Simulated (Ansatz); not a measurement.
C3H6OSi can be A, `C#COC[SiH3]`, or B, `CC1[SiH2]C1=O`.

Computed with Ansatz on PBE0-D4/def2-TZVP structures; ΔE is electronic, products minus reactants. CCSD(T)/CBS is the MP2 limit (def2-TZVPP, def2-QZVPP) plus CCSD(T) − MP2 in def2-TZVPP, frozen cores. DFT in def2-TZVPP. B3LYP here is the variant with VWN-RPA as its local correlation; programs differ in this. Each species was taken in one conformer, which may not be the lowest.

Question: Which isomer does CCSD(T)/CBS put lower? Give the gap. (Best estimate.)

Answer: The calculation gave: B, by 99.8 kJ/mol.

Question: Give E(B) − E(A) in kJ/mol with B3LYP-D4, CCSD(T)/def2-TZVPP, HF/def2-TZVPP, B3LYP, r2SCAN-D4, MP2/def2-TZVPP, B2PLYP. (An estimate is asked.)

Answer: Computed: B3LYP-D4 -100.9, CCSD(T)/def2-TZVPP -100.3, HF/def2-TZVPP -60.8, B3LYP -99.8, r2SCAN-D4 -125.2, MP2/def2-TZVPP -102.7, B2PLYP -98.9. None reverses the order clearly.

Largest T1 diagnostic: 0.016.

In def2-TZVPP, CCSD(T) changes the Hartree–Fock value by −39.5 kJ/mol (the triples alone add −6.9 kJ/mol) and MP2 by −41.9 kJ/mol. From PBE to PBE0 (25 % exact exchange), in def2-TZVPP and without D4, E(B) − E(A) moves by +8.5 kJ/mol.
